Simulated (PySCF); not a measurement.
Compound: C2H8BNO.
Z-matrix (Å and degrees, PBE0-D3(BJ)/def2-SVP geometry), rows numbered from 1:
```
C 
N   1  1.4344
B   2  1.4091  1  128.41
C   3  1.5874  2  122.12  1    -0.30
O   3  1.3775  2  115.55  1   179.76
H   1  1.0988  2  110.10  3     1.06
H   1  1.1052  2  112.53  3   120.36
H   1  1.1054  2  112.62  3  -118.31
H   2  1.0139  1  115.05  3   179.60
H   4  1.1025  3  111.36  2    60.37
H   4  1.1026  3  111.26  2   -58.38
H   4  1.1015  3  112.95  2  -178.94
H   5  0.9592  3  112.10  2   179.98
```

The closed-shell ground state was solved at several levels (PySCF, density fitting, gas phase, non-relativistic).

```json
{"level": "BP86/pcSseg-2", "basis functions": "292", "total energy (Eh)": "-236.0514", "HOMO (eV)": "-5.65", "LUMO (eV)": "-0.08", "gap (eV)": "5.57", "dipole (D)": "0.76"}
{"level": "B3LYP/def2-SVPD", "basis functions": "167", "total energy (Eh)": "-235.8125", "HOMO (eV)": "-6.72", "LUMO (eV)": "-0.03", "gap (eV)": "6.69", "dipole (D)": "0.84"}
{"level": "PBE0/6-31+G*", "basis functions": "106", "total energy (Eh)": "-235.6743", "HOMO (eV)": "-6.84", "LUMO (eV)": "0.06", "gap (eV)": "6.90", "dipole (D)": "0.95"}
{"level": "wB97X-D/def2-SVPD", "basis functions": "167", "total energy (Eh)": "-235.7298", "HOMO (eV)": "-8.84", "LUMO (eV)": "1.71", "gap (eV)": "10.55", "dipole (D)": "0.87"}
{"level": "PBE0/aug-cc-pVDZ", "basis functions": "187", "total energy (Eh)": "-235.7076", "HOMO (eV)": "-6.89", "LUMO (eV)": "-0.16", "gap (eV)": "6.73", "dipole (D)": "0.81"}
{"level": "PBE/pcSseg-2", "basis functions": "292", "total energy (Eh)": "-235.7504", "HOMO (eV)": "-5.55", "LUMO (eV)": "-0.23", "gap (eV)": "5.32", "dipole (D)": "0.75"}
{"level": "PBE0/pcSseg-0", "basis functions": "61", "total energy (Eh)": "-235.1381", "HOMO (eV)": "-6.67", "LUMO (eV)": "1.95", "gap (eV)": "8.62", "dipole (D)": "1.06"}
{"level": "PBE0/pcSseg-2", "basis functions": "292", "total energy (Eh)": "-235.7731", "HOMO (eV)": "-6.91", "LUMO (eV)": "0.48", "gap (eV)": "7.39", "dipole (D)": "0.83"}
{"level": "CAM-B3LYP/def2-SVPD", "basis functions": "167", "total energy (Eh)": "-235.6893", "HOMO (eV)": "-8.35", "LUMO (eV)": "0.79", "gap (eV)": "9.14", "dipole (D)": "0.89"}
```

Question: What might KT3/pcSseg-2 (292 basis functions) give for the same quantities?

Answer: Total energy -239.6011 Eh, HOMO -5.66 eV, LUMO -0.42 eV, gap 5.24 eV, dipole 0.73 D.

Question: Over all these levels, which gives the widest orbital gap and which the narrowest?

Answer: wB97X-D/def2-SVPD (range-separated hybrid) has the widest, 10.55 eV, and KT3/pcSseg-2 (GGA) the narrowest, 5.24 eV. Functional and basis both differ between the two, so the spread mixes both effects.

Question: How much does the basis alone move the frontier levels among the 4 PBE0 rows?

Answer: The HOMO by 0.24 eV and the LUMO by 2.11 eV. By rising basis size (HOMO, LUMO in eV): pcSseg-0 -6.67, 1.95; 6-31+G* -6.84, 0.06; aug-cc-pVDZ -6.89, -0.16; pcSseg-2 -6.91, 0.48.

Question: How far do the dipole and the HOMO energy spread over the levels?

Answer: The dipole runs from 0.73 to 1.06 D (mean 0.85 D) and the HOMO from -8.84 to -5.55 eV.

One conformer stands for the species.

wB97X-D is run here without its empirical dispersion term; that term would change no orbital, density or response property at a fixed geometry.
